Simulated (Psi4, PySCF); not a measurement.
Approach curve of the dimer F4Si ··· Cl- (SMILES F[Si](F)(F)F and [Cl-]) (charge -1). Monomers: optimised at B3LYP-D3(BJ) (def2-TZVP), held rigid. Orientation: lowest of the rigid-body minima from ten starts at GFN2-xTB. The monomers approach along the line of their centres of mass (distance R); nothing else relaxes. The table gives interaction energies.

```csv
R / Å,A,B,C
2.61,10.32,10.59,12.58
2.82,0.59,-0.18,2.40
2.96,-2.91,-4.15,-1.36
3.18,-5.58,-7.28,-4.39
3.41,-6.31,-8.16,-5.41
3.62,-6.10,-7.89,-5.40
3.87,-5.42,-6.97,-4.89
4.21,-4.34,-5.49,-3.96
4.64,-3.16,-3.79,-2.89
5.35,-1.84,-1.81,-1.71
6.36,-0.88,-0.68,-0.87
7.69,-0.39,-0.30,-0.41
```

Energies in kcal/mol.

Which curve belongs to which method? The methods are Psi4 1.11 with PBE/def2-TZVPD, counterpoise-corrected; restricted B3LYP/6-31G*, spherical d, no counterpoise correction in PySCF; SAPT0/jun-cc-pVDZ, frozen core in Psi4 1.11.

A is PBE/def2-TZVPD; B is RKS-B3LYP/6-31G*; C is SAPT0/jun-cc-pVDZ.
